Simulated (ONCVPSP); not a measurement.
Which change was made? (Pb, ONCV)

* Element: lead
* Generator: ONCVPSP 4.0.1
* Type: optimised norm-conserving Vanderbilt (ONCV)
* Functional: LDA (Perdew-Zunger)
* Relativity: scalar-relativistic
* Frozen core: [Kr] 4d10 4f14
* Valence charge: 22
* Reference configuration: 5s2 5p6 5d10 6s1.5 6p2.5
* Partial waves: 5s+6s: rc 1.40 bohr, ncon 4, nbas 7, qcut 7.6 1/bohr, 2 projectors; 5p+6p: rc 1.50 bohr, ncon 3, nbas 7, qcut 9.1 1/bohr, 3 projectors, debl 1.4 Ha; 5d: rc 1.30 bohr, ncon 5, nbas 9, qcut 6.2 1/bohr, 1 projector
* Local potential: polynomial inside 0.90 bohr (lpopt 5, dvloc0 3 Ha)
* Core correction: Teter function, parameters optimised by the program

Cutoffs, loose and tight: the cutoffs (Ha) at which the residual kinetic energy of the hardest occupied pseudo-wave falls to 1 and 0.1 mHa per electron. They do not see the model core or the augmentation charge, which bear on the density cutoff. Test errors are all-electron minus pseudo excitation energies from the reference, over the configurations 5s2 5p6 5d10 6s2 6p2; 5s2 5p6 5d10 6s2 6p1; 5s2 5p6 5d10 6s2 6p0; 5s2 5p6 5d9 6s2 6p3; variants that change the core or the reference have their own tests.

The base gives: outcome: generated; cutoff, loose: 35 Ha; cutoff, tight: 75 Ha; bound ghosts: none; GHOST(+) flags above zero: s, p; largest test error (meV): -8.4.

(1) After one change the result is: outcome: generated; cutoff, loose: 118 Ha; cutoff, tight: 161 Ha; bound ghosts: none; GHOST(+) flags above zero: s, p; largest test error (meV): -8.5. Which change was it?
A. s: qcut 11; p: qcut 13.2; d: qcut 9
B. s: qcut 5.9; p: qcut 7.1; d: qcut 4.8
C. s: qcut 6.6; p: qcut 7.9; d: qcut 5.4

Results:

(1) B. The others give: s: qcut 6.6; p: qcut 7.9; d: qcut 5.4 → outcome: generated; cutoff, loose: 71 Ha; cutoff, tight: 150 Ha; bound ghosts: none; GHOST(+) flags above zero: s; largest test error (meV): -8.5 | s: qcut 11; p: qcut 13.2; d: qcut 9 → outcome: generated; cutoff, loose: 46 Ha; cutoff, tight: 54 Ha; bound ghosts: none; GHOST(+) flags above zero: s, p; largest test error (meV): -8.2.
